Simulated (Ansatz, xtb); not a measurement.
Species: CdBr (charge 0, doublet). The spin state was set by rule; other spins were not relaxed. SMILES: [Br][Cd]
Structure (B3LYP-D3(BJ)/def2-TZVP (Ansatz, a program for electronic structure) minimum search):
```xyz
2

Cd     0.0000     0.0000    -1.0750
Br     0.0000     0.0000     1.4743
```
Charge 0, spin multiplicity 2.

Harmonic wavenumbers from GFN2-xTB (xtb, at its own minimum), cm⁻¹: 162.

### Question
Give the harmonic wavenumbers at B3LYP-D3(BJ)/def2-TZVP (Ansatz, finite differences of forces, unscaled).

### Answer
198 cm⁻¹. Zero-point energy 0.3 kcal/mol.

### Question
From these and the geometry, give the ideal-gas thermochemistry at 298.15 K and 1 atm (rigid rotor, harmonic oscillator).

### Answer
Point group C∞v, rotational symmetry number 1. Rotational constants 1.665, 1.665 GHz. S(trans) 41.67, S(rot) 18.33, S(vib) 2.15, S(elec, spin only) 1.38, S 63.5 cal/(mol K). H(298) - H(0) 2.43 kcal/mol; G - E(el) -16.2 kcal/mol.
